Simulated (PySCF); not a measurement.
Structure problem from calculated spectra and properties.

Formula: C9H16OSi.

- Rotational structure: rotational constants A, B, C: 0.979, 0.735, 0.624 GHz [PBE0-D3(BJ)/def2-SVP]
- 1H NMR: chemical shifts (computed TMS as zero) by class: 6.41 (1 H), 6.38 (1 H), 6.26 (1 H), 6.25 (3 H), 6.06 (3 H), 3.76 (1 H), 1.17 (6 H) ppm [GIAO B3LYP/pcSseg-1]
- UV, first state: lowest singlet excitation: 5.55 eV (223 nm, f = 0.006) [TDDFT B3LYP/def2-SVPD]
- Triplet: lowest triplet excitation (Tamm–Dancoff): 4.17 eV [TDA B3LYP/def2-SVPD]
- NMR, other nuclei: isotropic shieldings of nuclei other than C and H, by class: 258 (1 O), 362 (1 Si) ppm [GIAO B3LYP/pcSseg-1]
- XPS: Si2p3/2 106.3, C1s 289.8 (×3), C1s 290.3 (×3), C1s 290.3 (×2), C1s 291.9, O1s 537.1, Si1s 1846.3 eV [ΔSCF SCAN, pcX-2 on the ionised atom, pcseg-1 elsewhere, spin-free X2C, 2p3/2 from a spin–orbit splitting computed afterwards within the 2p shell]
- Dipole: 1.14 D [B3LYP/def2-SVPD]
- 13C NMR: chemical shifts (computed TMS as zero) by class: 145.0 (3 C), 143.6 (3 C), 66.7 (1 C), 27.6 (2 C) ppm [GIAO B3LYP/pcSseg-1]
- Polarisability: 138.9 au [B3LYP/def2-SVPD]

The electronic properties come from PySCF, for the isolated species, density fitting. Levels stand in brackets. One conformer (not necessarily the lowest) at the PBE0-D3(BJ)/def2-SVP geometry, without solvent, vibrations or thermal averaging. Each NMR value is the plain mean over a class of atoms that symmetry, rotation or inversion makes alike.

Question: Give a SMILES that accounts for the data.

Answer: 9 carbons fall into 4 classes; from least to most shielded: carbon bonded to C and 2 H (145.0 ppm, 3 C), carbon bonded to C, Si and H (143.6 ppm, 3 C), carbon bonded to 2 C, O and H (66.7 ppm), carbon bonded to C and 3 H (27.6 ppm, 2 C). Hydrogen classes from least to most shielded: 1 H on a carbon bonded to C and 2 H (6.41 ppm), 1 H on a carbon bonded to C and 2 H (6.38 ppm), 1 H on a carbon bonded to C and 2 H (6.26 ppm), 3 H on 3 like atoms (carbon bonded to C and 2 H) (6.25 ppm), 3 H on 3 like atoms (carbon bonded to C, Si and H) (6.06 ppm), 1 H on a carbon bonded to 2 C, O and H (3.76 ppm), 6 H on 2 like atoms (carbon bonded to C and 3 H) (1.17 ppm, a mean of values up to 0.6 ppm apart in this geometry). The other shieldings belong to: 258 ppm, oxygen bonded to C and Si; 362 ppm, silicon bonded to 3 C and O. The core levels belong to: Si2p3/2 106.3 eV, silicon bonded to 3 C and O; C1s 289.8 eV, carbon bonded to C, Si and H; C1s 290.3 eV, carbon bonded to C and 2 H; C1s 290.3 eV, carbon bonded to C and 3 H; C1s 291.9 eV, carbon bonded to 2 C, O and H; O1s 537.1 eV, oxygen bonded to C and Si; Si1s 1846.3 eV, silicon bonded to 3 C and O. One atom of each topological class was ionised and stands for its class. The optimised geometry has point group C1 and is an asymmetric top. Structure: Si(vinyl)3(OiPr), `C=C[Si](C=C)(C=C)OC(C)C`. The assignments are read from this structure; whether some other isomer fits the data as well wasn't checked.
